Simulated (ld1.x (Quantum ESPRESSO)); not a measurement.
Building the TM potential for hafnium (PBE, fully relativistic).

Input for ld1.x (Quantum ESPRESSO) 7.5:

```
&input
   title='Hf', zed=72., rel=2, dft='PBE', iswitch=3,
   config='[Xe] 4f14 5d2 6s1.75 6p0.25', rel_dist='average',
   nld=5, rlderiv=4.05, eminld=-2.0, emaxld=5.0, deld=0.02
 /
 &inputp
   pseudotype=2, tm=.true., lloc=-1, rcloc=3.50,
   nlcc=.false.,
   file_pseudopw='Hf.UPF', file_wfcaegen='ae.wfc', file_wfcncgen='nc.wfc', file_beta='beta', file_chi='chi'
 /
3
6S  1  0   1.75   0.00  2.40  2.40  0.0
6P  2  1   0.25   0.00  3.75  3.75  0.0
5D  3  2   2.00   0.00  2.05  2.05  0.0
 &test
   configts(1)='5d2 6s1.75 6p0.25'
 /
```

Command:

```bash
ld1.x < Hf.in > Hf.out
```

Resulting log (shortened: banner, matrices, multipoles, cross overlaps and the repeated all-electron block are left out):

```
Program LD1 v.7.5
     --------------------------- All-electron run ----------------------------

     Hf
     dirac relativistic calculation

     atomic number is 72.00
     dft =PBE   lsd =0 sic =0 latt =0  beta=0.20 tr2=1.0E-14
     Exchange-correlation= PBE
                           (   1   4   3   4   0   0   0)
     mesh =1271 r(mesh) =  99.31870 a.u. xmin = -7.00 dx = 0.01250
     1 Ry =  13.60569312 eV, c = 137.03599908

     n l j   nl                  e(Ry)          e(Ha)          e(eV)
     Spin orbit split results
     1 0 0.5 1S 1( 2.00)     -4792.2312     -2396.1156    -65201.6271
     2 0 0.5 2S 1( 2.00)      -819.0418      -409.5209    -11143.6311
     2 1 0.5 2P 1( 2.00)      -782.1694      -391.0847    -10641.9564
     2 1 1.5 2P 1( 4.00)      -694.5621      -347.2811     -9449.9994
     3 0 0.5 3S 1( 2.00)      -186.6313       -93.3157     -2539.2485
     3 1 0.5 3P 1( 2.00)      -170.3021       -85.1510     -2317.0777
     3 1 1.5 3P 1( 4.00)      -151.5272       -75.7636     -2061.6330
     4 0 0.5 4S 1( 2.00)       -37.6205       -18.8103      -511.8536
     4 1 0.5 4P 1( 2.00)       -30.9329       -15.4665      -420.8641
     4 1 1.5 4P 1( 4.00)       -26.6370       -13.3185      -362.4150
     3 2 1.5 3D 1( 4.00)      -123.9234       -61.9617     -1686.0634
     3 2 2.5 3D 1( 6.00)      -119.8292       -59.9146     -1630.3594
     5 0 0.5 5S 1( 2.00)        -4.9419        -2.4709       -67.2375
     5 1 0.5 5P 1( 2.00)        -3.0517        -1.5258       -41.5201
     5 1 1.5 5P 1( 4.00)        -2.4807        -1.2403       -33.7514
     4 2 1.5 4D 1( 4.00)       -15.6557        -7.8279      -213.0071
     4 2 2.5 4D 1( 6.00)       -14.8691        -7.4346      -202.3047
     4 3 2.5 4F 1( 6.00)        -1.3325        -0.6662       -18.1293
     4 3 3.5 4F 1( 8.00)        -1.2043        -0.6022       -16.3855
     5 2 1.5 5D 1( 0.80)        -0.2410        -0.1205        -3.2784
     5 2 2.5 5D 1( 1.20)        -0.2074        -0.1037        -2.8220
     6 0 0.5 6S 1( 1.75)        -0.3930        -0.1965        -5.3465
     6 1 0.5 6P 1( 0.08)        -0.1374        -0.0687        -1.8692
     6 1 1.5 6P 1( 0.17)        -0.1083        -0.0541        -1.4732
     Averaged results
     1 0     1S 1( 2.00)     -4792.2312     -2396.1156    -65201.6271
     2 0     2S 1( 2.00)      -819.0418      -409.5209    -11143.6311
     2 1     2P 1( 6.00)      -723.7646      -361.8823     -9847.3184
     3 0     3S 1( 2.00)      -186.6313       -93.3157     -2539.2485
     3 1     3P 1( 6.00)      -157.7855       -78.8928     -2146.7812
     4 0     4S 1( 2.00)       -37.6205       -18.8103      -511.8536
     4 1     4P 1( 6.00)       -28.0690       -14.0345      -381.8980
     3 2     3D 1(10.00)      -121.4669       -60.7334     -1652.6410
     5 0     5S 1( 2.00)        -4.9419        -2.4709       -67.2375
     5 1     5P 1( 6.00)        -2.6710        -1.3355       -36.3410
     4 2     4D 1(10.00)       -15.1838        -7.5919      -206.5857
     4 3     4F 1(14.00)        -1.2592        -0.6296       -17.1328
     5 2     5D 1( 2.00)        -0.2208        -0.1104        -3.0045
     6 0     6S 1( 1.75)        -0.3930        -0.1965        -5.3465
     6 1     6P 1( 0.25)        -0.1180        -0.0590        -1.6052

     final scf error:  3.8E-15 reached in  29 iterations

     Etot =  -30195.312642 Ry,  -15097.656321 Ha, -410828.157566 eV

     Ekin =   33784.061699 Ry,   16892.030850 Ha,  459655.575925 eV
     Encl =  -75206.165593 Ry,  -37603.082796 Ha,-1023232.010012 eV
     Eh   =   11846.153544 Ry,    5923.076772 Ha,  161175.129813 eV
     Exc  =    -619.362293 Ry,    -309.681147 Ha,   -8426.853293 eV

     normalization and overlap integrals

     s(1S/1S) =  1.000000  <r> =   0.0190  <r2> =    0.0005  r(max) =   0.0120
     s(2S/2S) =  1.000000  <r> =   0.0798  <r2> =    0.0076  r(max) =   0.0679
     s(2P/2P) =  1.000000  <r> =   0.0661  <r2> =    0.0054  r(max) =   0.0516
     s(2P/2P) =  1.000000  <r> =   0.0738  <r2> =    0.0066  r(max) =   0.0577
     s(3S/3S) =  1.000000  <r> =   0.2081  <r2> =    0.0497  r(max) =   0.1917
     s(3P/3P) =  1.000000  <r> =   0.1981  <r2> =    0.0457  r(max) =   0.1801
     s(3P/3P) =  1.000000  <r> =   0.2125  <r2> =    0.0524  r(max) =   0.1941
     s(4S/4S) =  1.000000  <r> =   0.4681  <r2> =    0.2477  r(max) =   0.4375
     s(4P/4P) =  1.000000  <r> =   0.4746  <r2> =    0.2567  r(max) =   0.4375
     s(4P/4P) =  1.000000  <r> =   0.5075  <r2> =    0.2932  r(max) =   0.4657
     s(3D/3D) =  1.000000  <r> =   0.1863  <r2> =    0.0408  r(max) =   0.1531
     s(3D/3D) =  1.000000  <r> =   0.1908  <r2> =    0.0426  r(max) =   0.1570
     s(5S/5S) =  1.000000  <r> =   1.1358  <r2> =    1.4524  r(max) =   1.0109
     s(5P/5P) =  1.000000  <r> =   1.2666  <r2> =    1.8239  r(max) =   1.1033
     s(5P/5P) =  1.000000  <r> =   1.3767  <r2> =    2.1583  r(max) =   1.1893
     s(4D/4D) =  1.000000  <r> =   0.5285  <r2> =    0.3244  r(max) =   0.4657
     s(4D/4D) =  1.000000  <r> =   0.5400  <r2> =    0.3385  r(max) =   0.4775
     s(4F/4F) =  1.000000  <r> =   0.6707  <r2> =    0.5826  r(max) =   0.4542
     s(4F/4F) =  1.000000  <r> =   0.6836  <r2> =    0.6077  r(max) =   0.4599
     s(5D/5D) =  1.000000  <r> =   2.4103  <r2> =    7.2549  r(max) =   1.6460
     s(5D/5D) =  1.000000  <r> =   2.5393  <r2> =    8.0978  r(max) =   1.7089
     s(6S/6S) =  1.000000  <r> =   3.4322  <r2> =   13.4398  r(max) =   2.8888
     s(6P/6P) =  1.000000  <r> =   4.7355  <r2> =   26.1764  r(max) =   3.7559
     s(6P/6P) =  1.000000  <r> =   5.2366  <r2> =   32.0559  r(max) =   4.1509

     ------------------------ End of All-electron run ------------------------

     --------------------- Generating NC pseudopotential ---------------------

      Generating local potential from pseudized AE potential:
      Matching radius rcloc =   3.5000

      Local pseudo, rcloc= 3.485 Estimated cut-off energy=     2.00 Ry

     Fully relativistic calculation: |psi|^2

     Wfc 6S LC norm =  0.99996019 SC norm =  0.00003896 missing  0.00000086

     Wfc 6P LC norm =  0.99998009 SC norm =  0.00001983 missing  0.00000008

     Wfc 6P LC norm =  0.99998367 SC norm =  0.00001444 missing  0.00000189

     Wfc 5D LC norm =  0.99991123 SC norm =  0.00008876 missing  0.00000001

     Wfc 5D LC norm =  0.99991942 SC norm =  0.00007974 missing  0.00000083

      Wfc   6S  rcut= 2.395  Using Troullier-Martins method

      Wfc   6P  rcut= 3.756  Using Troullier-Martins method

      Wfc   6P  rcut= 3.756  Using Troullier-Martins method

      Wfc   5D  rcut= 2.061  Using Troullier-Martins method

      Wfc   5D  rcut= 2.061  Using Troullier-Martins method

     ------------------- End of pseudopotential generation -------------------

     Computing logarithmic derivative in   4.07391
     Computing logarithmic derivative in   4.07391
     Computing the partial wave expansion
     R is outside the sphere for l=    0 j= 0.50
     R is outside the sphere for l=    1 j= 0.50
     R is outside the sphere for l=    1 j= 1.50
     R is outside the sphere for l=    2 j= 1.50
     R is outside the sphere for l=    2 j= 2.50

     ---------------------- Testing the pseudopotential ----------------------

     Hf
     dirac relativistic calculation

     atomic number is 72.00   valence charge is  4.00
     dft =PBE   lsd =0 sic =0 latt =0  beta=0.20 tr2=1.0E-14
     mesh =1271 r(mesh) =  99.31870 xmin = -7.00 dx = 0.01250

     n l  j  nl             e AE (Ry)       e PS (Ry)    De AE-PS (Ry)
     3 2 1.5 5D   1( 0.80)       -0.24096       -0.24095       -0.00001
     3 2 2.5 5D   1( 1.20)       -0.20741       -0.20741        0.00000
     1 0 0.5 6S   1( 1.75)       -0.39296       -0.39296       -0.00000
     2 1 0.5 6P   1( 0.08)       -0.13739       -0.13739       -0.00000
     2 1 1.5 6P   1( 0.17)       -0.10828       -0.10828        0.00000

     eps = 6.6E-16  iter =  9

     Etot =  -30195.312642 Ry,  -15097.656321 Ha, -410828.157566 eV
     Etotps =    -5.450829 Ry,      -2.725414 Ha,     -74.162303 eV

     Ekin =       5.074919 Ry,       2.537460 Ha,      69.047793 eV
     Encl =     -11.598970 Ry,      -5.799485 Ha,    -157.812026 eV
     Ehrt =       4.763263 Ry,       2.381632 Ha,      64.807501 eV
     Ecxc =      -1.609337 Ry,      -0.804669 Ha,     -21.896151 eV
     Epseu=      -2.080704 Ry,      -1.040352 Ha,     -28.309421 eV

     ---------------------- End of pseudopotential test ----------------------
```

Generation and configuration tests took about 2.5 s on one core of a shared server CPU.

Transferability test of the new file with ld1.x, input:

```
&input
   title='Hf', zed=72., rel=2, dft='PBE', iswitch=2,
   config='[Xe] 4f14 5d2 6s1.75 6p0.25', rel_dist='average'
 /
 &test
   file_pseudo='Hf.UPF', nconf=8,
   configts(1)='5d2 6s1.75 6p0.25',
   configts(2)='5d2 6s2 6p0',
   configts(3)='5d2 6s1 6p0',
   configts(4)='5d2 6s0 6p0',
   configts(5)='5d3 6s1 6p0',
   configts(6)='5d1 6s2 6p0',
   configts(7)='5d2 6s1.5 6p0',
   configts(8)='5d2 6s0 6p1'
 /
```

```bash
ld1.x < Hf.test.in > Hf.test.out
```

Pseudopotential blocks of its output, shortened (energy terms left out):

```
     ---------------------- Testing the pseudopotential ----------------------

     n l  j  nl             e AE (Ry)       e PS (Ry)    De AE-PS (Ry)
     3 2 1.5 5D   1( 0.80)       -0.24096       -0.24095       -0.00001
     3 2 2.5 5D   1( 1.20)       -0.20741       -0.20741        0.00000
     1 0 0.5 6S   1( 1.75)       -0.39296       -0.39296       -0.00000
     2 1 0.5 6P   1( 0.08)       -0.13739       -0.13739       -0.00000
     2 1 1.5 6P   1( 0.17)       -0.10828       -0.10828        0.00000

     eps = 7.2E-15  iter =  8

     Etot =  -30195.312642 Ry,  -15097.656321 Ha, -410828.157566 eV
     Etotps =    -5.450829 Ry,      -2.725414 Ha,     -74.162302 eV

     ---------------------- End of pseudopotential test ----------------------

          ---------------------- Testing the pseudopotential ----------------------

     n l  j  nl             e AE (Ry)       e PS (Ry)    De AE-PS (Ry)
     3 2 1.5 5D   1( 0.80)       -0.21804       -0.21761       -0.00043
     3 2 2.5 5D   1( 1.20)       -0.18508       -0.18474       -0.00034
     1 0 0.5 6S   1( 2.00)       -0.37561       -0.37571        0.00010
     2 1 0.5 6P   1( 0.00)       -0.12351       -0.12354        0.00003
     2 1 1.5 6P   1( 0.00)       -0.09523       -0.09529        0.00006

     eps = 8.7E-15  iter = 11

     Etot =  -30195.380863 Ry,  -15097.690431 Ha, -410829.085752 eV
     Etotps =    -5.519059 Ry,      -2.759530 Ha,     -75.090628 eV
     dEtot_ae =      -0.068220 Ry
     dEtot_ps =      -0.068231 Ry,   Delta E=       0.000010 Ry

     ---------------------- End of pseudopotential test ----------------------

          ---------------------- Testing the pseudopotential ----------------------

     n l  j  nl             e AE (Ry)       e PS (Ry)    De AE-PS (Ry)
     3 2 1.5 5D   1( 0.80)       -0.69934       -0.70022        0.00088
     3 2 2.5 5D   1( 1.20)       -0.66177       -0.66237        0.00060
     1 0 0.5 6S   1( 1.00)       -0.80651       -0.80443       -0.00208
     2 1 0.5 6P   1( 0.00)       -0.50089       -0.49964       -0.00125
     2 1 1.5 6P   1( 0.00)       -0.45463       -0.45367       -0.00096

     eps = 7.5E-15  iter = 25

     Etot =  -30194.794380 Ry,  -15097.397190 Ha, -410821.106244 eV
     Etotps =    -4.933110 Ry,      -2.466555 Ha,     -67.118386 eV
     dEtot_ae =       0.518263 Ry
     dEtot_ps =       0.517718 Ry,   Delta E=       0.000544 Ry

     ---------------------- End of pseudopotential test ----------------------

          ---------------------- Testing the pseudopotential ----------------------

     n l  j  nl             e AE (Ry)       e PS (Ry)    De AE-PS (Ry)
     3 2 1.5 5D   1( 0.80)       -1.25275       -1.24890       -0.00386
     3 2 2.5 5D   1( 1.20)       -1.21033       -1.20505       -0.00528  !
     1 0 0.5 6S   1( 0.00)       -1.28572       -1.26337       -0.02236  !
     2 1 0.5 6P   1( 0.00)       -0.92927       -0.91193       -0.01734  !
     2 1 1.5 6P   1( 0.00)       -0.86519       -0.85033       -0.01485  !

     eps = 8.2E-15  iter =  7

     Etot =  -30193.752164 Ry,  -15096.876082 Ha, -410806.926173 eV
     Etotps =    -3.900291 Ry,      -1.950145 Ha,     -53.066160 eV
     dEtot_ae =       1.560479 Ry
     dEtot_ps =       1.550538 Ry,   Delta E=       0.009941 Ry

     ---------------------- End of pseudopotential test ----------------------

          ---------------------- Testing the pseudopotential ----------------------

     n l  j  nl             e AE (Ry)       e PS (Ry)    De AE-PS (Ry)
     3 2 1.5 5D   1( 1.20)       -0.16462       -0.16433       -0.00029
     3 2 2.5 5D   1( 1.80)       -0.13533       -0.13489       -0.00043
     1 0 0.5 6S   1( 1.00)       -0.34854       -0.34661       -0.00192
     2 1 0.5 6P   1( 0.00)       -0.11217       -0.11202       -0.00015
     2 1 1.5 6P   1( 0.00)       -0.08774       -0.08811        0.00037

     eps = 5.9E-16  iter = 23

     Etot =  -30195.190583 Ry,  -15097.595292 Ha, -410826.496868 eV
     Etotps =    -5.329562 Ry,      -2.664781 Ha,     -72.512390 eV
     dEtot_ae =       0.122059 Ry
     dEtot_ps =       0.121266 Ry,   Delta E=       0.000793 Ry

     ---------------------- End of pseudopotential test ----------------------

          ---------------------- Testing the pseudopotential ----------------------

     n l  j  nl             e AE (Ry)       e PS (Ry)    De AE-PS (Ry)
     3 2 1.5 5D   1( 0.40)       -0.80928       -0.79917       -0.01011  !
     3 2 2.5 5D   1( 0.60)       -0.76771       -0.75834       -0.00937  !
     1 0 0.5 6S   1( 2.00)       -0.87069       -0.87113        0.00044
     2 1 0.5 6P   1( 0.00)       -0.54560       -0.54540       -0.00020
     2 1 1.5 6P   1( 0.00)       -0.49351       -0.49280       -0.00071

     eps = 4.6E-15  iter = 16

     Etot =  -30194.903123 Ry,  -15097.451562 Ha, -410822.585773 eV
     Etotps =    -5.044596 Ry,      -2.522298 Ha,     -68.635222 eV
     dEtot_ae =       0.409519 Ry
     dEtot_ps =       0.406233 Ry,   Delta E=       0.003286 Ry

     ---------------------- End of pseudopotential test ----------------------

          ---------------------- Testing the pseudopotential ----------------------

     n l  j  nl             e AE (Ry)       e PS (Ry)    De AE-PS (Ry)
     3 2 1.5 5D   1( 0.80)       -0.44842       -0.44868        0.00025
     3 2 2.5 5D   1( 1.20)       -0.41319       -0.41339        0.00020
     1 0 0.5 6S   1( 1.50)       -0.58422       -0.58389       -0.00032
     2 1 0.5 6P   1( 0.00)       -0.30462       -0.30449       -0.00013
     2 1 1.5 6P   1( 0.00)       -0.26708       -0.26701       -0.00007

     eps = 5.8E-15  iter = 14

     Etot =  -30195.141557 Ry,  -15097.570779 Ha, -410825.829830 eV
     Etotps =    -5.279781 Ry,      -2.639891 Ha,     -71.835084 eV
     dEtot_ae =       0.171085 Ry
     dEtot_ps =       0.171047 Ry,   Delta E=       0.000038 Ry

     ---------------------- End of pseudopotential test ----------------------

          ---------------------- Testing the pseudopotential ----------------------

     n l  j  nl             e AE (Ry)       e PS (Ry)    De AE-PS (Ry)
     3 2 1.5 5D   1( 0.80)       -0.78325       -0.78531        0.00206
     3 2 2.5 5D   1( 1.20)       -0.74387       -0.74508        0.00122
     1 0 0.5 6S   1( 0.00)       -0.86679       -0.86060       -0.00619  !
     2 1 0.5 6P   1( 0.33)       -0.55366       -0.55077       -0.00289
     2 1 1.5 6P   1( 0.67)       -0.50532       -0.50317       -0.00215

     eps = 5.1E-15  iter = 10

     Etot =  -30194.453397 Ry,  -15097.226698 Ha, -410816.466932 eV
     Etotps =    -4.594318 Ry,      -2.297159 Ha,     -62.508883 eV
     dEtot_ae =       0.859246 Ry
     dEtot_ps =       0.856510 Ry,   Delta E=       0.002735 Ry

     ---------------------- End of pseudopotential test ----------------------
```
